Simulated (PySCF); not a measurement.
Mg²⁺ (magnesium, charge +2) across methods

[Ne], closed-shell 1S. Computed with PySCF 2.14 in def2-TZVPPD (5s5p3d, 35 functions), with the non-relativistic Hamiltonian (point nucleus).

```tsv
method	E (hartree)	mean ε 1s (eV)	mean ε 2s (eV)	mean ε 2p (eV)	Σ⟨r²⟩ (bohr²)	⟨S²⟩
PBE	-199.1000	-1278.5	-99.669	-66.752	4.794	0.000
M06	-199.2413	-1297.5	-106.15	-71.092	4.742	0.000
UHF	-198.82303	-1354.2	-121.99	-81.798	4.725	0.000
LDA	-198.2760	-1271.9	-99.123	-66.862	4.805	0.000
B97-3	-199.2152	-1299.0	-106.06	-71.100	4.756	0.000
r2SCAN	-199.2112	-1287.2	-102.63	-68.023	4.753	0.000
wB97M-V	-199.2234	-1301.2	-108.30	-73.178	4.775	0.000
PBE0	-199.1241	-1297.5	-105.57	-70.811	4.769	0.000
r2SCANh	-199.2090	-1293.9	-104.62	-69.500	4.749	0.000
```
